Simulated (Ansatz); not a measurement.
`P[O][SbH2]` and `[AlH2][O]P` differ in one atom or group.

Ansatz, PBE0-D4/def2-TZVP geometries, multiplicity 1. Each molecule was computed in one conformer, which needn't be the lowest.

Elements past krypton have def2 core potentials.

```json
{"property": "HOMO–LUMO gap (B3LYP/def2-TZVPP) / eV", "`P[O][SbH2]`": "4.87"}
{"property": "ideal-gas entropy at 298 K and 1 bar (rigid rotor, harmonic PBE0-D4/def2-TZVP) / J/(mol·K)", "`P[O][SbH2]`": "338"}
{"property": "HOMO energy (B3LYP/def2-TZVPP) / eV", "`P[O][SbH2]`": "-6.64"}
{"property": "LUMO energy (B3LYP/def2-TZVPP) / eV", "`P[O][SbH2]`": "-1.77"}
{"property": "LUMO energy (PBE/def2-TZVPP) / eV", "`P[O][SbH2]`": "-2.38"}
{"property": "LUMO energy (PBE0/def2-TZVPP) / eV", "`P[O][SbH2]`": "-1.56"}
```

Give the same properties after the change, and the shifts. (Estimate.)

The calculation gave: 
```json
{"property": "HOMO–LUMO gap (B3LYP/def2-TZVPP) / eV", "`[AlH2][O]P`": "5.28", "shift": "0.41"}
{"property": "ideal-gas entropy at 298 K and 1 bar (rigid rotor, harmonic PBE0-D4/def2-TZVP) / J/(mol·K)", "`[AlH2][O]P`": "320", "shift": "-18"}
{"property": "HOMO energy (B3LYP/def2-TZVPP) / eV", "`[AlH2][O]P`": "-6.73", "shift": "-0.09"}
{"property": "LUMO energy (B3LYP/def2-TZVPP) / eV", "`[AlH2][O]P`": "-1.45", "shift": "0.32"}
{"property": "LUMO energy (PBE/def2-TZVPP) / eV", "`[AlH2][O]P`": "-2.01", "shift": "0.37"}
{"property": "LUMO energy (PBE0/def2-TZVPP) / eV", "`[AlH2][O]P`": "-1.24", "shift": "0.32"}
```

With PBE0 the HOMO falls by 0.07 eV and the LUMO rises by 0.32 eV, so the gap widens by about 0.39 eV. PBE moves the HOMO by -0.11 eV and ωB97M-V by -0.09 eV. Modes under 60 cm⁻¹, often nearly free rotors, make the harmonic entropy too high.

B3LYP here is the variant with VWN-RPA as its local correlation; programs differ in this.

Spin–orbit coupling is left out; it splits and shifts lone-pair levels of the heavy atoms by tenths of an eV.
